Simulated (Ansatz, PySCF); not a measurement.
Se(Br)(SMe) (CH₃BrSSe), SMILES CS[Se]Br. Atoms are numbered in the order given.

```xyz
7

Se     0.0605    -0.6373     0.7430
Br    -1.2137     1.2995     0.1539
S      1.7831    -0.5962    -0.5503
C      1.1797    -1.3232    -2.1096
H      0.7961    -2.3396    -1.9482
H      2.0482    -1.3542    -2.7856
H      0.4017    -0.6799    -2.5446
```

The structure is a stationary point at r2SCAN-D4/def2-SVP. This is a generated structure with no PubChem entry under its InChIKey; it may be hypothetical. One conformer was computed; it need not be the lowest.

Two levels are set side by side: PBE-D3(BJ)/def2-SVP (Ansatz, a quantum-chemistry and plane-wave program) and r2SCAN-D4/def2-SVP (Ansatz). Each level has its own optimised geometry; the coordinates shown are those of the second. Frequencies come from the Hessian of PySCF at each geometry. Differences are taken from unrounded values.

```csv
quantity,r2SCAN-D4,PBE-D3(BJ),PBE-D3(BJ) minus r2SCAN-D4
mean bond length (Å),1.611,1.621,0.010
bond Se1–Br2 (Å),2.392,2.408,0.016
bond Se1–S3 (Å),2.154,2.167,0.013
bond S3–C4 (Å),1.823,1.831,0.008
bond C4–H5 (Å),1.098,1.106,0.008
bond C4–H6 (Å),1.101,1.109,0.008
bond C4–H7 (Å),1.099,1.107,0.008
highest harmonic wavenumber (cm⁻¹),3181,3109,-73
mean harmonic wavenumber (cm⁻¹),1162,1129,-32
zero-point energy (kcal/mol),24.91,24.22,-0.69
```
